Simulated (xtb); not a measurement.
CH5N2S, charge +1, singlet, from a rough starting geometry; GFN2-xTB (xtb 6.7.1).

The xtb input:
```
$ xtb mol.xyz --gfn 2 --chrg 1 --opt vtight --json

# file mol.xyz
9

N      1.27802155    -0.32767722    -0.10753912
C      0.25218234     0.43371598     0.13417280
N     -1.12242622    -0.18497556     0.00311788
S      0.25912200     2.08798840     0.39340729
H      1.20654718    -1.30897117    -0.33437768
H      2.20826294     0.08218126    -0.09999300
H     -1.76838557     0.61768573     0.14790607
H     -1.15411216    -0.92355315     0.76947422
H     -1.20148458    -0.61604778    -0.97933371
```

Task: What does xtb print? Leave out banner, timings and long lists.

Result: 
```
   ID    Z sym.   atoms
    1    7 N      1, 3
    2    6 C      2
    3   16 S      4
    4    1 H      5-9

           -------------------------------------------------
          |                Calculation Setup                |
           -------------------------------------------------

           -------------------------------------------------
          |                 G F N 2 - x T B                 |
           -------------------------------------------------

          ...................................................
          :                      SETUP                      :
          :.................................................:
          :  # basis functions                  27          :
          :  # atomic orbitals                  26          :
          :  # shells                           14          :
          :  # electrons                        24          :
          :  max. iterations                   250          :
          :  Hamiltonian                  GFN2-xTB          :
          :  restarted?                      false          :
          :  GBSA solvation                  false          :
          :  PC potential                    false          :
          :  electronic temp.          300.0000000     K    :
          :  accuracy                    1.0000000          :
          :  -> integral cutoff          0.2500000E+02      :
          :  -> integral neglect         0.1000000E-07      :
          :  -> SCF convergence          0.1000000E-05 Eh   :
          :  -> wf. convergence          0.1000000E-03 e    :
          :  Broyden damping             0.4000000          :
          :  net charge                          1          :
          :  unpaired electrons                  0          :
          ...................................................

 iter      E             dE          RMSdq      gap      omega  full diag
   1    -13.2477571 -0.132478E+02  0.666E+00    3.64       0.0  T
   2    -13.4138984 -0.166141E+00  0.405E+00    2.16       1.0  T
   3    -13.4288697 -0.149714E-01  0.194E+00    2.34       1.0  T
   4    -13.4255989  0.327086E-02  0.119E+00    1.96       1.0  T
   5    -13.4303606 -0.476169E-02  0.326E-01    2.12       1.0  T
   6    -13.4306143 -0.253710E-03  0.114E-01    2.08       1.0  T
   7    -13.4306183 -0.401015E-05  0.555E-02    2.09       1.0  T
   8    -13.4306214 -0.307160E-05  0.263E-02    2.08       1.3  T
   9    -13.4306231 -0.170684E-05  0.506E-03    2.08       6.6  T
  10    -13.4306232 -0.932306E-07  0.182E-03    2.08      18.3  T
  11    -13.4306232 -0.876872E-08  0.705E-04    2.08      47.3  T
  12    -13.4306232 -0.127986E-08  0.421E-05    2.08     791.5  T

   *** convergence criteria satisfied after 12 iterations ***

         :::::::::::::::::::::::::::::::::::::::::::::::::::::
         ::                     SUMMARY                     ::
         :::::::::::::::::::::::::::::::::::::::::::::::::::::
         :: total energy             -13.295813944703 Eh    ::
         :: gradient norm              0.094884364979 Eh/a0 ::
         :: HOMO-LUMO gap              2.082899910745 eV    ::
         ::.................................................::
         :: SCC energy               -13.430621209147 Eh    ::
         :: -> isotropic ES            0.131004975694 Eh    ::
         :: -> anisotropic ES         -0.014720251570 Eh    ::
         :: -> anisotropic XC          0.011314565706 Eh    ::
         :: -> dispersion             -0.003892527862 Eh    ::
         :: repulsion energy           0.134807264445 Eh    ::
         :: add. restraining           0.000000000000 Eh    ::
         :: total charge               1.000000000000 e     ::
         :::::::::::::::::::::::::::::::::::::::::::::::::::::

      -----------------------------------------------------------
     |                   =====================                   |
     |                        A N C O P T                        |
[...]
 * total energy  :   -13.2958139 Eh     change       -0.3630873E-11 Eh
 * total energy  :   -13.3032575 Eh     change       -0.7443533E-02 Eh
 * total energy  :   -13.3047166 Eh     change       -0.1459142E-02 Eh
 * total energy  :   -13.3048612 Eh     change       -0.1445982E-03 Eh
 * total energy  :   -13.3049271 Eh     change       -0.6586768E-04 Eh
 * total energy  :   -13.3049501 Eh     change       -0.2302659E-04 Eh
 * total energy  :   -13.3049559 Eh     change       -0.5791850E-05 Eh
 * total energy  :   -13.3049566 Eh     change       -0.6989209E-06 Eh
 * total energy  :   -13.3049567 Eh     change       -0.1257726E-06 Eh
 * total energy  :   -13.3049568 Eh     change       -0.3217437E-07 Eh
   *** GEOMETRY OPTIMIZATION CONVERGED AFTER 10 ITERATIONS ***
         :: total energy             -13.304956760474 Eh    ::
[...]
        10        2.0000           -0.6769686             -18.4213
        11        2.0000           -0.5781704             -15.7328
        12        2.0000           -0.5437687             -14.7967 (HOMO)
        13                         -0.4559163             -12.4061 (LUMO)
        14                         -0.3365042              -9.1567
        15                         -0.2853601              -7.7650
        16                         -0.2200046              -5.9866
        17                         -0.1689802              -4.5982
        18                         -0.1528102              -4.1582
        19                         -0.1513855              -4.1194
        20                         -0.1081456              -2.9428
        21                         -0.0894619              -2.4344
        22                         -0.0772312              -2.1016
        23                         -0.0752645              -2.0481
       ...                                ...                  ...
        26                          0.5465928              14.8735
      -------------------------------------------------------------
                  HL-Gap            0.0878524 Eh            2.3906 eV
             Fermi-level           -0.4998425 Eh          -13.6014 eV

     #   Z          covCN         q      C6AA      α(0)
     1   7 N        2.676    -0.203    25.410     7.487
     2   6 C        2.785     0.164    24.459     8.101
     3   7 N        3.519    -0.169    24.635     7.372
     4  16 S        1.059    -0.128   144.538    20.333
     5   1 H        0.860     0.226     0.982     1.552
     6   1 H        0.860     0.253     0.870     1.461
     7   1 H        0.859     0.298     0.720     1.330
     8   1 H        0.859     0.280     0.778     1.381
     9   1 H        0.859     0.279     0.778     1.382

 Mol. C6AA /au·bohr⁶  :        987.889292
 Mol. C8AA /au·bohr⁸  :      29958.595876
 Mol. α(0) /au        :         50.398176

Wiberg/Mayer (AO) data.
largest (>0.10) Wiberg bond orders for each atom

 ---------------------------------------------------------------------------
     #   Z sym  total        # sym  WBO       # sym  WBO       # sym  WBO
 ---------------------------------------------------------------------------
     1   7 N    3.462 --     2 C    1.338     5 H    0.923     6 H    0.913
                             4 S    0.260
     2   6 C    3.928 --     4 S    1.728     1 N    1.338     3 N    0.855
     3   7 N    3.651 --     9 H    0.901     8 H    0.901     7 H    0.895
                             2 C    0.855
     4  16 S    2.106 --     2 C    1.728     1 N    0.260
     5   1 H    0.949 --     1 N    0.923
     6   1 H    0.936 --     1 N    0.913
     7   1 H    0.911 --     3 N    0.895
     8   1 H    0.922 --     3 N    0.901
     9   1 H    0.922 --     3 N    0.901
 ---------------------------------------------------------------------------

Topologies differ in total number of bonds
Writing topology from bond orders to xtbtopo.mol

molecular dipole:
                 x           y           z       tot (Debye)
 q only:       -0.848      -1.196      -0.214
   full:       -0.877      -1.409      -0.254       4.267
molecular quadrupole (traceless):
                xx          xy          yy          xz          yz          zz
 q only:        8.984      -0.521      -4.820      -0.599      -0.090      -4.164
  q+dip:        9.472      -0.112      -4.604      -0.565       0.086      -4.868
   full:        8.987       0.033      -4.580      -0.499      -0.010      -4.407

optimized geometry written to: xtbopt.xyz

           -------------------------------------------------
          | TOTAL ENERGY              -13.304956760474 Eh   |
          | GRADIENT NORM               0.000045398388 Eh/α |
          | HOMO-LUMO GAP               2.390584957372 eV   |
           -------------------------------------------------

normal termination of xtb
```
